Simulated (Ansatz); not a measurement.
A nudged elastic band was laid between two geometries of BCl2F + H2 (6 atoms, charge 0, multiplicity 1).

These are results of RKS B3LYP-D4/cc-pVDZ (Ansatz), not measurements.

```yaml
movable_images: 5
climbing_image: yes
spring: 5.0 eV/Å²
optimiser: quadratic models (default)
start_path: through a guess of the saddle point
force_threshold: 0.05 eV/Å
iteration_limit: 60
end_points: relaxed
```

Initial state:

```xyz
6
Properties=species:S:1:pos:R:3
B -0.004 0.516 -0.087
F -0.004 0.780 1.211
Cl 1.529 0.386 -0.934
Cl -1.536 0.315 -0.920
H 0.063 -2.465 0.840
H 0.064 -2.058 1.484
```

Final state:

```xyz
6
Properties=species:S:1:pos:R:3
B 0.015 -0.484 -0.543
F 0.018 -0.087 1.907
Cl 1.523 0.351 -0.895
Cl -1.530 0.288 -0.881
H 0.040 -1.639 -0.232
H 0.046 -0.956 2.239
```

(1) Which bonds break or form, and what moves?

(2) Give the energies along the band, and the barrier.

(3) What is the geometry of the highest image?

(4) What are the harmonic wavenumbers there?

Answers

(1) Bonds broken: B1–F2, H5–H6. Bonds formed: B1–H5, F2–H6. BCl2F + H2 becomes BCl2H + FH.

(2) The forces met the threshold. The highest image is number 4 of 0 to 6, 2.04 eV above the first end and 0.82 eV above the last; the last end lies 1.21 eV above the first. A vibrational analysis at the climbing image gives one clearly imaginary mode, 1224i cm⁻¹: a first-order saddle point. The orbitals stay closed-shell, which can raise the energy where a bond breaks towards radicals; this wasn't checked here.

```tsv
image	path coordinate (Å)	energy (eV)	B1–F2 (Å)	H5–H6 (Å)	B1–H5 (Å)
0	0.00	0.00	1.32	0.76	3.12
1	0.51	0.03	1.33	0.76	2.67
2	1.02	0.22	1.33	0.76	2.19
3	1.53	0.93	1.39	0.79	1.68
4	2.04	2.04	1.62	1.06	1.33
5	2.74	1.31	2.22	1.71	1.21
6	3.44	1.21	2.48	2.56	1.20
```

(3) 
```xyz
6
Properties=species:S:1:pos:R:3
B 0.014 -0.288 -0.016
F 0.021 0.062 1.570
Cl 1.547 0.197 -0.772
Cl -1.546 0.145 -0.748
H 0.038 -1.579 0.319
H 0.037 -1.063 1.242
```

(4) 1224i, 246, 258, 372, 682, 696, 847, 916, 1153, 1336, 1967, 2191 cm⁻¹.

Time of the run: 4.9 min on 1 thread of Intel(R) Xeon(R) 6975P-C (Granite Rapids), with other jobs on the host, peak memory 0.16 GiB.
